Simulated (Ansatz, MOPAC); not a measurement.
Species: dimethylborinic acid, C$_{2}$H$_{7}$BO, charge 0, multiplicity 1. SMILES: CB(C)O
Geometry: optimised at B3LYP-D3(BJ)/def2-TZVP (Ansatz, a first-principles code).

PM3 beside other levels, property by property. Set-up: each state is the SCF solution reached for its charge and spin; non-relativistic; six Cartesian d functions in 6-31G* and its kin unless marked 5d; valence correlation only; UHF or UKS for open shells; spin-orbit terms left out; dispersion terms only where a functional's name holds one. CBS(X,Y): correlation extrapolated as X^-3; Hartree-Fock from the larger set. The bracket is a focal-point correction in the basis named. Ab initio and DFT rows: single points at B3LYP-D3(BJ) geometries (Ansatz), with unscaled harmonic terms from B3LYP/6-31G* (Ansatz) at its own minima, enthalpies of formation by atomisation with measured atoms. Semi-empirical rows: MOPAC heats of formation at their own minima for 298 K; differences of heats of formation at the shared geometry for vertical values.

Coupled cluster (Ansatz) is a level with limits of its own, used here on species with T1 under 0.025 (0.045 for open shells) and stable references: (a) RI-MP2/CBS(aug-cc-pVTZ,aug-cc-pVQZ)+[CCSD(T)-MP2]/aug-cc-pVTZ; (b) CCSD(T)/CBS(aug-cc-pVTZ,aug-cc-pVQZ).

```json
[
 {"property": "enthalpy of formation at 298 K (kcal/mol)", "PM3 (MOPAC)": "-103.0", "AM1 (MOPAC)": "-101.1", "PBE/6-31G* (Ansatz)": "-110.9", "PBE/def2-TZVPD (Ansatz)": "-109.8", "to compare with": "-95.7 coupled cluster (b)"},
 {"property": "vertical ionisation energy to the doublet (eV)", "PM3 (MOPAC)": "11.08", "AM1 (MOPAC)": "10.75", "PBE/6-31G* (Ansatz)": "10.05", "PBE/def2-TZVPD (Ansatz)": "10.30", "to compare with": "11.09 coupled cluster (a)"},
 {"property": "H-O bond dissociation enthalpy at 298 K, to CB(C)[O] + H atom (kcal/mol)", "PM3 (MOPAC)": "95.8", "AM1 (MOPAC)": "100.2", "PBE/6-31G* (Ansatz)": "89.9", "PBE/def2-TZVPD (Ansatz)": "94.3", "to compare with": "105.2 coupled cluster (b)"}
]
```

As the rows show:
- enthalpy of formation at 298 K: PM3 lies 7.3 kcal/mol below coupled cluster.
- vertical ionisation energy to the doublet: PM3 lies 0.01 eV below coupled cluster.
- H-O bond dissociation enthalpy at 298 K, to CB(C)[O] + H atom: PM3 lies 9.4 kcal/mol below coupled cluster.

The properties are those with a value to compare with, at most eight drawn at random. No case is left out for the size of its miss. Left out are saddle points of the reference geometry, anions that the best level run finds unbound, excited spin states, species near biochemistry, 298 K rows of species without real B3LYP wavenumbers, cases with under five habitual levels, runs that failed or that the program found above a lower state of the same kind, table entries that another table contradicts, and a share of species set aside by lot.
